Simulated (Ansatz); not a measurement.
One geometry of VSeF3, several levels of theory.

```yaml
crystal:
  periodic: [false, false, false]
  atoms:
    - {symbol: V, position_ang: [-0.000602, 0.000402, -0.094847]}
    - {symbol: Se, position_ang: [0.010411, -0.015729, 2.048839]}
    - {symbol: F, position_ang: [1.607358, 0.008984, -0.658813]}
    - {symbol: F, position_ang: [-0.812074, 1.397930, -0.635125]}
    - {symbol: F, position_ang: [-0.805082, -1.391577, -0.660053]}
basis:
  gaussian: {orbitals: def2-TZVP, initial_orbitals: start.molden}
hamiltonian: {xc: {name: B2PLYP}}
scf: {omitted_lower_state_checks: [starts]}
```

The file start.molden holds the orbitals of an earlier run on this structure, at another level or in another basis.

```sh
$ ansatz run in.yaml --threads 4 --pin off --events-out ev --progress --plain --max-ram 3916MiB
```

It prints (some lines left out):

```
Functional definition: B2PLYP
1332 factors; integrals over basis functions are off by at most 1.0e-3 eV
mean field evaluation 1: about -99162.3018 eV, gradient 1.4e1 eV
mean field evaluation 2: about -99162.5502 eV, gradient 6.2e-1 eV
mean field evaluation 4: about -99162.8245 eV, gradient 2.1e-2 eV
mean field evaluation 8: about -99162.8246 eV, gradient 6.9e-7 eV
mean field -99162.82456711 eV, -3644.1665878648 hartree, gradient 3.2e-6 eV, S^2 0.000000; 0 other end points of the search recorded, 0 dependent functions left out
17 core orbitals not correlated: weight in the atoms' cores, before any rotation towards them, 1.000 or more for the frozen orbitals, at most 0.000 for the correlated occupied ones
reference -99162.82471291 eV, -3644.1665932228 hartree; 25, 25 occupied and 144, 144 virtual orbitals, 1332 factors
second order -57.98181233 eV of doubles, -0.00000000 eV of singles
Total energy: -99178.47980224 eV, -3644.7419071442 hartree
Checks for a lower state left out: starts
```

It took 6 s on 4 threads of Arm Neoverse V1 on a shared host.

The first input with `hamiltonian: {xc: {text: "exchange = 0.90*pbe_x + 0.10*exact_x\ncorrelation = pbe_c"}}`, `output: {orbitals: {seedname: orbitals}}` (abridged; 3.1 s):

```
Functional definition: unnamed
mean field -99174.91506453 eV, -3644.6109054496 hartree, gradient 1.4e-5 eV, S^2 0.000000
Total energy: -99174.91510173 eV, -3644.6109068168 hartree
Checks for a lower state left out: starts
```

First input, but with `gaussian: {orbitals: def2-SVP, initial_orbitals: start.molden}`, `hamiltonian: {xc: pbe0, dispersion: d4}`, `output: {orbitals: {seedname: orbitals}}` (abridged; 1.8 s):

```
Functional definition: PBE0
mean field -99153.63825878 eV, -3643.8289972603 hartree, gradient 2.9e-5 eV, S^2 0.000000
Total energy: -99153.74432573 eV, -3643.8328951489 hartree
Checks for a lower state left out: starts
```

First input, but with `gaussian: {orbitals: def2-SVP, initial_orbitals: start.molden}`, `hamiltonian: {xc: pbe, dispersion: d4}`, `output: {orbitals: {seedname: orbitals}}` (abridged; 1.1 s):

```
Functional definition: PBE
mean field -99153.10901157 eV, -3643.8095477842 hartree, gradient 2.1e-5 eV, S^2 0.000000
Total energy: -99153.23421416 eV, -3643.8141488942 hartree
Checks for a lower state left out: starts
```

First input, but with `correlation: {method: mp2}`, `output: {orbitals: {seedname: orbitals}}` and without the key `hamiltonian` (abridged; 14 s):

```
Functional definition: HF
mean field -99082.29988254 eV, -3641.2073602883 hartree, gradient 1.6e-6 eV, S^2 0.000000; unrestricted orbitals would lower it
mean field evaluation 16: about -99083.6095 eV, gradient 2.8e0 eV
mean field evaluation 32: about -99084.3945 eV, gradient 2.8e-4 eV
unrestricted determinant -99084.39454123 eV, -3641.2843375754 hartree, S^2 0.9814
17 core orbitals not correlated: weight in the atoms' cores, before any rotation towards them, 1.000 or more for the frozen orbitals, at most 0.000 for the correlated occupied ones
second order -43.49690687 eV of doubles, -0.00000000 eV of singles
Total energy: -99125.79678941 eV, -3642.8058421326 hartree
Checks for a lower state left out: starts
```

As the first input, with `gaussian: {orbitals: def2-SVP, initial_orbitals: start.molden}`, `correlation: {method: ccsd_t}`, `output: {orbitals: {seedname: orbitals}}` and without the key `hamiltonian` (abridged; 29 s):

```
Functional definition: HF
mean field evaluation 16: about -99053.3326 eV, gradient 2.6e1 eV
mean field evaluation 32: about -99055.0023 eV, gradient 1.7e-1 eV
mean field evaluation 64: about -99055.3368 eV, gradient 1.3e-1 eV
mean field -99059.79328238 eV, -3640.3802579878 hartree, gradient 2.7e-6 eV, S^2 0.000000; unrestricted orbitals would lower it
mean field evaluation 96: about -99062.0329 eV, gradient 7.1e-1 eV
mean field evaluation 128: about -99059.7932 eV, gradient 1.3e-1 eV
mean field evaluation 160: about -99059.4097 eV, gradient 7.3e0 eV
mean field evaluation 192: about -99062.1269 eV, gradient 1.4e0 eV
mean field evaluation 224: about -99062.5902 eV, gradient 1.0e-1 eV
mean field evaluation 256: about -99059.7007 eV, gradient 7.6e-1 eV
unrestricted determinant -99062.59436582 eV, -3640.4831959057 hartree, S^2 1.7826
17 core orbitals not correlated: weight in the atoms' cores, before any rotation towards them, 1.000 or more for the frozen orbitals, at most 0.000 for the correlated occupied ones
second order -34.56105861 eV of doubles, -0.00000000 eV of singles
[...]
cycle   7  -32.98465731 eV  change    9.7e-3 eV  update   1.6e-2
cycle   8  -32.98141279 eV  change    3.2e-3 eV  update   7.7e-3
cycle   9  -32.98769859 eV  change   -6.3e-3 eV  update   3.6e-3
cycle  10  -32.99017371 eV  change   -2.5e-3 eV  update   1.9e-3
cycle  11  -32.98985523 eV  change    3.2e-4 eV  update   1.1e-3
cycle  12  -32.98880011 eV  change    1.1e-3 eV  update   5.9e-4
cycle  13  -32.98874394 eV  change    5.6e-5 eV  update   2.8e-4
cycle  14  -32.98901999 eV  change   -2.8e-4 eV  update   1.1e-4
cycle  15  -32.98884171 eV  change    1.8e-4 eV  update   6.8e-5
cycle  16  -32.98899568 eV  change   -1.5e-4 eV  update   3.7e-5
cycle  17  -32.98898401 eV  change    1.2e-5 eV  update   1.4e-5
perturbative correction -2.09444976 eV, -0.0769696091 hartree
WARN: the results are in doubt because among natural orbitals full CI differs from the method by -0.112 eV
Total energy: -99094.87671614 eV, -3641.6695503983 hartree
In doubt: among natural orbitals full CI differs from the method by -0.112 eV
Checks for a lower state left out: starts
```

The first input with `gaussian: {orbitals: def2-TZVPD, initial_orbitals: start.molden}`, `hamiltonian: {xc: pbe, dispersion: d4}`, `output: {orbitals: {seedname: orbitals}}` (abridged; 3 s):

```
Functional definition: PBE
mean field -99174.84924768 eV, -3644.6084867249 hartree, gradient 1.3e-5 eV, S^2 0.000000
Total energy: -99174.97443046 eV, -3644.6130871074 hartree
Checks for a lower state left out: starts
```

Geometry: r2SCAN-D4/def2-SVP.

Correlated methods freeze 17 core orbitals; core or outer-core shells of V, Se are correlated, in sets that lack core-valence functions. The restricted singlet is unstable towards broken spin symmetry in Hartree–Fock (as tested in another run); at B2PLYP/def2-TZVP, PBE with 10 % exact exchange/def2-TZVP, PBE0-D4/def2-SVP, PBE-D4/def2-SVP and others this wasn't settled. At MP2/def2-TZVP, CCSD(T)/def2-SVP the restricted singlet (for correlated methods, its reference) is unstable: a solution with broken spin symmetry lies lower. At CCSD(T)/def2-SVP the program marks the result for the charge 0 singlet as doubtful (large difference). At CCSD(T)/def2-SVP T1 of the charge 0 singlet is large (up to 0.055), so the single-reference result is doubtful.
